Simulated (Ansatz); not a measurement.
Molecule: TiO$_{2}$ (charge +1, doublet). The spin state was set by rule; other spins were not relaxed. 
Structure (B3LYP-D3(BJ)/def2-TZVP (Ansatz, an electronic-structure program) minimum search):
```
Ti
O 1 1.6130
O 1 1.6915 2 95.95
```
Charge +1, spin multiplicity 2.

Parts of the frozen-core correlation energy in def2-SVP (Ansatz, hartree). Frozen orbitals: 11; correlated occupied orbitals by spin: 8 and 7; virtual: 40 and 41. UHF or UKS for open shells. No spin-orbit coupling. No relativistic terms. The program attaches cautions to this run: large difference.

| term | value |
|---|---|
| reference (HF) | -997.58851 |
| MP2 opposite-spin | ? |
| MP2 same-spin | -0.12774 |
| CCSD correlation | ? |
| (T) | ? |
| T1 diagnostic | 0.107 |
| largest doubles amplitude | 0.054 |
| <S^2> of the reference | 1.381 |

Task: What belongs in the gaps?

Result: 
- MP2 opposite-spin, value: -0.29184
- CCSD correlation, value: -0.47662
- (T), value: -0.03356
